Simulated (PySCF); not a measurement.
Ca(Cl)2 cation (CaCl₂), SMILES [Cl][Ca][Cl] (connectivity only; charge and spin as stated), charge +1, multiplicity 2. Atoms are numbered in the order given.

```xyz
3

Ca     0.0000     0.0000     1.3102
Cl     0.0000     1.3627    -0.7707
Cl     0.0000    -1.3627    -0.7707
```
Charge +1, spin multiplicity 2.

Geometry: PBE-D3(BJ)/def2-TZVP. The spin state was assumed, not searched. The isomer is the one that the SMILES or the coordinates give; other isomers of the formula were not compared.

Computed with C-PCM-M06-2X/def2-SVP run with PySCF 2.14.0.

The values are the electrostatic part of the solvation free energy, E(continuum) − E(gas) at the gas-phase geometry, in a cavity of scaled van der Waals radii (PySCF's table); cavitation and dispersion terms are not included. A continuum can't describe solvent molecules that bind to the metal.

Estimate the values in water (ε = 78.36), chloroform (ε = 4.71), methanol (ε = 32.61). (An estimate is asked for; the answer gives what the named calculation found.)


```csv
solvent,ε,ΔG(elec) (kcal/mol)
water,78.36,-68.9
chloroform,4.71,-54.6
methanol,32.61,-67.6
```
